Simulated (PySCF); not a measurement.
**Static response to an electric field**

Compound: C6H7BN2.
SMILES with atom numbers: `[CH:1]#[C:2][C:3]#[C:4][C@H:5]1[CH2:6][NH:7][BH:8][NH:9]1` (hydrogens: H10 on C1; H11 on C5; H12, H13 on C6; H14 on N7; H15 on B8; H16 on N9)

Geometry (PBE0-D3(BJ)/def2-SVP, Å), atoms numbered from 1 in this order:
```xyz
16
C6H7BN2 angstrom
C      4.4452    0.9002    1.1171
C      3.3247    0.7220    0.6767
C      2.0616    0.5244    0.1799
C      0.9433    0.3382   -0.2672
C     -0.4027    0.1381   -0.8077
C     -0.9494   -1.3044   -0.5396
N     -2.1458   -1.0970    0.2439
B     -2.4088    0.2735    0.4512
N     -1.3926    1.0124   -0.2030
H      5.4356    1.0485    1.5056
H     -0.3363    0.3065   -1.9000
H     -0.1931   -1.9060   -0.0074
H     -1.1541   -1.8133   -1.4982
H     -2.6730   -1.8923    0.5676
H     -3.3348    0.7380    1.0652
H     -1.2362    2.0081   -0.2155
```

Level: wB97X-D/def2-SVPD (PySCF), static field, nuclei fixed, core orbitals frozen in the response. The polarisability tensor in these axes (au):

```
x   154.19  13.28  17.83
y    13.28  79.71   5.50
z    17.83   5.50  76.70
```

**Question.** Diagonalise the tensor; give its mean and Δα, where Δα² is half the sum of the squared differences of the eigenvalues.

**Answer.** Principal values 71.67, 78.36 and 160.57 au; mean 103.54 au = 15.34 Å³ = 17.07 × 10⁻⁴⁰ C²·m²/J; Δα = 85.75 au (83 % of the mean).

**Question.** What is the dipole moment, and where does it point?

**Answer.** (-0.02, -0.76, -0.68) D, 1.03 D in size, pointing from the negative to the positive side. Measured along this direction, the outermost atoms are H10 at the negative end and H13 at the positive end.

**Question.** Give the eigenvalues of the traceless quadrupole moment Θ = ½Σq(3rr − r²1), origin at the centre of nuclear charge.

**Answer.** -8.37, -0.80, 9.17 D·Å. The values depend on the origin, since the dipole doesn't vanish. The electronic extent ⟨r²⟩ about the same centre is 1622 bohr², a root-mean-square distance of 2.71 Å for the 62 electrons.

**Question.** Refractivity n − 1 of an ideal gas of it at 500 K and 1 atm, from the electronic α?

**Answer.** N = p/kT = 1.4678 × 10¹⁹ cm⁻³, so n − 1 = 2π × N × 15.34 × 10⁻²⁴ cm³ = 1415 × 10⁻⁶ at long wavelengths.

**Question.** Orientational against electronic polarisability at 298 K (dilute gas, rigid molecules)?

**Answer.** In Gaussian units μ²/3kT = 8.52 Å³ against 15.34 Å³, a ratio of 0.56; the Debye molar polarisation (4π/3)N_A(α + μ²/3kT) is 60.2 cm³/mol, leaving out the vibrational part.

**Question.** Find the Langevin capture rate constant for NH4+ (18.034 u) meeting this molecule (118.070 u), k = 2.342 × 10⁻⁹ cm³/s × √(α in Å³ / reduced mass in u).

**Answer.** The reduced mass is 15.64 u, so k = 2.32 × 10⁻⁹ cm³/s. The formula leaves out the permanent dipole, which adds to the capture rate.

Isolated species at its PBE0-D3(BJ)/def2-SVP geometry, gas phase.
